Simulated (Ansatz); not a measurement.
```yaml
crystal:
  periodic: [false, false, false]
  atoms:
    - {symbol: Cu, position_ang: [1.301829, -0.123838, 1.297602]}
    - {symbol: Se, position_ang: [-1.092588, 0.961670, -1.074133]}
    - {symbol: Se, position_ang: [-0.209251, -0.837822, -0.223469]}
basis:
  gaussian: {orbitals: def2-TZVP, initial_orbitals: start.molden}
total_charge: 1
hamiltonian: {xc: pbe}
correlation: {method: rpa, frozen_orbitals: {Cu: 9, Se: 9}}
scf: {omitted_lower_state_checks: [starts]}
```

The file start.molden holds the orbitals of an earlier run on this structure, at another level or in another basis.

```sh
$ ansatz run in.yaml --threads 4 --pin off --events-out ev --progress --plain --max-ram 3916MiB
```

Shortened log:

```
Functional definition: PBE
1128 factors; integrals over basis functions are off by at most 6.5e-4 eV
mean field evaluation 1: about -175306.8874 eV, gradient 1.3e1 eV
mean field evaluation 2: about -175307.1140 eV, gradient 1.3e0 eV
mean field evaluation 4: about -175307.1142 eV, gradient 5.4e-2 eV
mean field evaluation 8: about -175307.1142 eV, gradient 2.2e-6 eV
mean field -175307.11419435 eV, -6442.4176192126 hartree, gradient 2.2e-6 eV, S^2 0.000000; 0 other end points of the search recorded, 0 dependent functions left out; unrestricted orbitals would lower it
mean field evaluation 16: about -175197.6176 eV, gradient 1.4e0 eV
mean field evaluation 32: about -175198.1377 eV, gradient 1.8e-4 eV
27 core orbitals not correlated: weight in the atoms' cores, before any rotation towards them, 1.000 or more for the frozen orbitals, at most 0.000 for the correlated occupied ones
reference -175194.47428397 eV, -6438.2781788560 hartree; 21, 21 occupied and 93, 93 virtual orbitals, 1128 factors
Error: the energy between an occupied orbital and the lowest state that it is excited into in its spin channel is -0.0079 eV and must be positive: a state without a gap has no random-phase energy
```

Question: Can the result of this run be used?

Answer: No. The run stopped with an error. The reference has no gap: an occupied orbital lies above an empty one, and the correlation energy can't be formed.
